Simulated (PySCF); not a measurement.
**Radial density of Sb⁺ (antimony, charge +1)**

M06-L, [Kr] 4d10 5s2 5p2, high-spin 3P determinant. Calculation: PySCF 2.14, in def2-QZVPPD with the def2 core potential (28 electrons) (8s6p5d4f1g, 88 functions); a scalar-relativistic core potential. This is the valence pseudo-density: the core potential removes the inner electrons and smooths the orbitals near the nucleus.

| r (bohr) | 4πr²ρ (e/bohr) | 4πr²(ρα − ρβ) |
| --- | --- | --- |
| 0.00408 | 2.515e-05 | 0.0000 |
| 0.00686 | 6.362e-05 | 0.0000 |
| 0.0115 | 0.0001443 | 0.0000 |
| 0.0194 | 0.0002925 | 0.0000 |
| 0.0326 | 0.0004905 | 0.0000 |
| 0.0549 | 0.0007818 | 0.0000 |
| 0.0923 | 0.002666 | 0.0000 |
| 0.155 | 0.02623 | 0.0001 |
| 0.261 | 0.4083 | 0.0017 |
| 0.439 | 6.555 | 0.0532 |
| 0.739 | 24.57 | 0.1116 |
| 1.24 | 10.47 | 0.1068 |
| 2.09 | 2.769 | 0.9805 |
| 3.52 | 0.6546 | 0.4217 |
| 5.92 | 0.01401 | 0.0128 |
| 9.95 | 1.591e-05 | 0.0000 |

Energies and moments cover only the electrons outside the core potential.
